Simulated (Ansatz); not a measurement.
A single point on `FC1(F)O[CH]1[AlH2]`.

```yaml
crystal:
  periodic: [false, false, false]
  atoms:
    - {symbol: F, position_ang: [1.061732, -1.648462, -0.059472]}
    - {symbol: C, position_ang: [1.089420, -0.428406, -0.623593]}
    - {symbol: F, position_ang: [2.356297, -0.156856, -0.931151]}
    - {symbol: O, position_ang: [0.165868, -0.180072, -1.555124]}
    - {symbol: C, position_ang: [0.127260, 0.591566, -0.253023]}
    - {symbol: Al, position_ang: [-1.365872, 0.155582, 0.960357]}
    - {symbol: H, position_ang: [0.500270, 1.605005, -0.401754]}
    - {symbol: H, position_ang: [-2.432515, -0.913180, 0.506038]}
    - {symbol: H, position_ang: [-1.413859, 0.928523, 2.340723]}
basis:
  gaussian: {orbitals: def2-QZVPP}
correlation: {method: mp2}
```

```sh
$ ansatz run in.yaml --threads 4 --pin off --events-out ev --progress --plain
```

Output, abridged:

```
Functional definition: HF
2733 factors; integrals over basis functions are off by at most 8.2e-4 eV
mean field evaluation 1: about -16139.5177 eV, gradient 4.2e1 eV
mean field evaluation 2: about -16139.6753 eV, gradient 4.2e1 eV
mean field evaluation 4: about -16143.3252 eV, gradient 4.4e0 eV
mean field evaluation 8: about -16143.3924 eV, gradient 3.9e-1 eV
mean field -16143.39297361 eV, -593.2587493953 hartree, gradient 1.4e-6 eV, S^2 0.000000; 0 other end points of the search recorded, 0 dependent functions left out
10 core orbitals not correlated: weight in the atoms' cores, before any rotation towards them, 1.000 or more for the frozen orbitals, at most 0.000 for the correlated occupied ones
reference -16143.39297361 eV, -593.2587493953 hartree; 17, 17 occupied and 418, 418 virtual orbitals, 2733 factors
second order -33.05894263 eV of doubles, -0.00000000 eV of singles
Total energy: -16176.45191624 eV, -594.4736431288 hartree
```

Run time 20 s (4 threads of a server CPU on a shared host); peak host memory 2.5 GiB.
